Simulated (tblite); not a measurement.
Species: C8H10O2Si.
Numbering: `[CH3:1][C:2](=[O:3])[c:4]1[cH:5][cH:6][cH:7][c:8]([O:9][SiH3:10])[cH:11]1` (hydrogens: H12, H13, H14 on C1; H15 on C5; H16 on C6; H17 on C7; H18, H19, H20 on Si10; H21 on C11)

Computed with GFN2-xTB (tblite), gas phase: L-BFGS steps from a force-field or distance-geometry start until the largest atomic force falls under 0.01 eV/Å.

Step 113: E = -874.3868 eV
```
atom  x, y, z in Å  |  force x, y, z in eV/Å
C1     -3.4354   -0.4144   -0.4230   -0.006   0.018   0.014
C2     -2.0466   -0.9992   -0.3194    0.003   0.028  -0.004
O3     -1.8211   -2.1565   -0.5924   -0.005   0.006   0.018
C4     -0.9609   -0.0790    0.1201    0.011  -0.005   0.017
C5     -1.1662    1.2762    0.3725   -0.004  -0.002  -0.018
C6     -0.1061    2.0746    0.7606   -0.014  -0.004   0.026
C7      1.1663    1.5473    0.8953   -0.031  -0.003   0.027
C8      1.3853    0.1950    0.6442   -0.029   0.001   0.027
O9      2.6261   -0.3103    0.8040   -0.056   0.000  -0.022
Si10    3.6209   -1.1096   -0.2065    0.013  -0.018   0.044
C11     0.3191   -0.6096    0.2692    0.002   0.000  -0.010
H12    -4.1451   -1.1981   -0.6787    0.050   0.002  -0.017
H13    -3.7272    0.0403    0.5206    0.001  -0.019   0.015
H14    -3.4546    0.3530   -1.1956    0.003  -0.040   0.006
H15    -2.1467    1.7103    0.2665    0.008   0.042   0.000
H16    -0.2738    3.1220    0.9633    0.021   0.005  -0.008
H17     1.9952    2.1670    1.2031   -0.003  -0.018  -0.032
H18     2.9596   -2.2278   -0.8731   -0.019  -0.037  -0.009
H19     4.6319   -1.5256    0.7511    0.009   0.019  -0.001
H20     4.0989   -0.1745   -1.2245    0.030   0.017  -0.025
H21     0.4713   -1.6643    0.0968    0.014   0.009  -0.048
```

Step 114: E = -874.3884 eV
```
atom  x, y, z in Å  |  force x, y, z in eV/Å
C1     -3.4255   -0.4220   -0.4153   -0.039   0.016  -0.012
C2     -2.0288   -0.9924   -0.3462   -0.023  -0.020   0.040
O3     -1.7931   -2.1394   -0.6538    0.004   0.057   0.023
C4     -0.9525   -0.0701    0.1110   -0.017   0.008   0.011
C5     -1.1723    1.2809    0.3782    0.005  -0.001  -0.018
C6     -0.1201    2.0838    0.7795    0.002  -0.018  -0.015
C7      1.1566    1.5631    0.9033   -0.011  -0.006   0.044
C8      1.3906    0.2151    0.6394   -0.039   0.015  -0.003
O9      2.6375   -0.2788    0.7856   -0.025  -0.011  -0.055
Si10    3.6124   -1.1343   -0.2034   -0.086   0.006  -0.001
C11     0.3303   -0.5938    0.2582   -0.017   0.003  -0.010
H12    -4.1322   -1.2044   -0.6858    0.075   0.012  -0.005
H13    -3.7131    0.0065    0.5424    0.019  -0.032   0.000
H14    -3.4588    0.3643   -1.1681   -0.013  -0.031   0.001
H15    -2.1557    1.7096    0.2695    0.029   0.022   0.011
H16    -0.2945    3.1301    0.9902    0.029  -0.053  -0.008
H17     1.9806    2.1872    1.2124    0.026   0.003  -0.014
H18     2.9326   -2.2847   -0.8054    0.035   0.042   0.035
H19     4.6317   -1.5073    0.7621    0.025   0.012  -0.004
H20     4.0778   -0.2504   -1.2776    0.002  -0.034   0.040
H21     0.4874   -1.6462    0.0778    0.019   0.009  -0.058
```

Step 115: E = -874.3892 eV
```
atom  x, y, z in Å  |  force x, y, z in eV/Å
C1     -3.4295   -0.4187   -0.4164   -0.058  -0.001  -0.023
C2     -2.0369   -0.9924   -0.3325   -0.033   0.013   0.065
O3     -1.8068   -2.1441   -0.6219    0.035  -0.049  -0.010
C4     -0.9582   -0.0712    0.1175   -0.013  -0.013  -0.010
C5     -1.1737    1.2805    0.3801   -0.010   0.038   0.003
C6     -0.1182    2.0807    0.7772    0.022  -0.013  -0.030
C7      1.1566    1.5550    0.8973    0.001   0.023   0.046
C8      1.3858    0.2062    0.6372   -0.035  -0.018  -0.032
O9      2.6302   -0.2926    0.7801   -0.026   0.032   0.014
Si10    3.6229   -1.1270   -0.2043   -0.079  -0.004  -0.005
C11     0.3231   -0.6001    0.2591   -0.036   0.022   0.001
H12    -4.1343   -1.2009   -0.6919    0.060   0.004   0.004
H13    -3.7251    0.0131    0.5362    0.008  -0.014   0.022
H14    -3.4521    0.3618   -1.1731   -0.023   0.022  -0.027
H15    -2.1553    1.7147    0.2732    0.032   0.000   0.010
H16    -0.2855    3.1291    0.9829    0.020  -0.053  -0.005
H17     1.9853    2.1768    1.1968    0.033   0.016   0.003
H18     2.9547   -2.2656   -0.8337    0.011  -0.008   0.010
H19     4.6301   -1.5096    0.7677    0.045  -0.002   0.022
H20     4.1020   -0.2263   -1.2536    0.023   0.004  -0.010
H21     0.4758   -1.6525    0.0762    0.021   0.001  -0.050
```

Question: Estimate the geometry and energy of step 116. (The exact step hangs on the optimiser's Hessian estimate; all steps are aligned on step 115, rigid shifts and turns removed.)

Answer: E = -874.3902 eV, largest force 0.059 eV/Å
```
atom  x, y, z in Å  |  force x, y, z in eV/Å
C1     -3.4292   -0.4191   -0.4154   -0.040   0.019  -0.015
C2     -2.0352   -0.9908   -0.3350   -0.029  -0.006   0.044
O3     -1.8023   -2.1414   -0.6274    0.015  -0.038  -0.007
C4     -0.9572   -0.0697    0.1149   -0.024   0.012  -0.007
C5     -1.1752    1.2812    0.3803    0.000   0.022   0.003
C6     -0.1211    2.0815    0.7805    0.024  -0.006  -0.025
C7      1.1546    1.5581    0.8989    0.008   0.004   0.035
C8      1.3864    0.2103    0.6327   -0.025   0.000  -0.021
O9      2.6323   -0.2849    0.7734   -0.020   0.023   0.004
Si10    3.6222   -1.1318   -0.2035   -0.056   0.003  -0.001
C11     0.3249   -0.5970    0.2539   -0.037   0.008   0.001
H12    -4.1322   -1.2009   -0.6940    0.048  -0.007  -0.005
H13    -3.7241    0.0054    0.5411    0.009  -0.013   0.012
H14    -3.4547    0.3672   -1.1672   -0.020  -0.001  -0.009
H15    -2.1569    1.7139    0.2728    0.021   0.005   0.014
H16    -0.2908    3.1280    0.9913    0.020  -0.041  -0.007
H17     1.9822    2.1812    1.1995    0.027   0.006   0.004
H18     2.9536   -2.2773   -0.8201    0.011  -0.002   0.013
H19     4.6316   -1.5042    0.7718    0.030   0.001   0.011
H20     4.1056   -0.2435   -1.2627    0.009  -0.006   0.004
H21     0.4766   -1.6494    0.0683    0.031   0.016  -0.047
```

The energy changes by -0.0010 eV. The first-order estimate −F·Δx gives -0.0011 eV and the mean of the old and new forces, exact on a quadratic surface, -0.0010 eV. The step makes an angle of 82° with the force vector and moves no atom by more than 0.020 Å.

The cost below is that of the whole relaxation. On Arm Neoverse V1, one thread, no GPU, shared host with 32 logical CPUs at a one-minute load of 16, this took 2.0 s.
